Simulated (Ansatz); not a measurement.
`[OH][GeH]([PH2])[Br]`, relaxed with RKS PBE-D4/def2-SVP in the Gaussian-basis code of Ansatz from a rough embedded geometry. The force threshold is 0.03 eV/Å; the program also tests the step.

Charge 0, multiplicity 1.

Start:

```xyz
8

O     0.351   -0.957    1.600
Ge   -0.362   -0.307    0.118
P     0.708    1.627   -0.363
Br   -2.550    0.146    0.421
H    -0.186   -1.842    1.761
H    -0.169   -1.329   -1.039
H     1.979    0.954   -0.796
H     0.230    1.709   -1.701
```

| step | energy (eV) | largest force (eV/Å) | largest move (Å) |
| --- | --- | --- | --- |
| 1 | -137921.5505 | 2.381 | 0.000 |
| 2 | -137921.7929 | 0.955 | 0.194 |
| 3 | -137921.8419 | 0.355 | 0.077 |
| 4 | -137921.8504 | 0.240 | 0.053 |
| 5 | -137921.8522 | 0.205 | 0.075 |
| 6 | -137921.8561 | 0.039 | 0.026 |
| 7 | -137921.8566 | 0.018 | 0.024 |

End:

```xyz
8

O     0.350   -0.968    1.584
Ge   -0.330   -0.345    0.046
P     0.793    1.660   -0.309
Br   -2.605    0.151    0.322
H    -0.095   -1.791    1.864
H    -0.276   -1.438   -1.064
H     1.950    0.963   -0.818
H     0.215    1.767   -1.626
```

Hardware: 4 threads of an Arm Neoverse V1 on a shared host. Wall time 12 s, peak host memory 0.18 GiB.
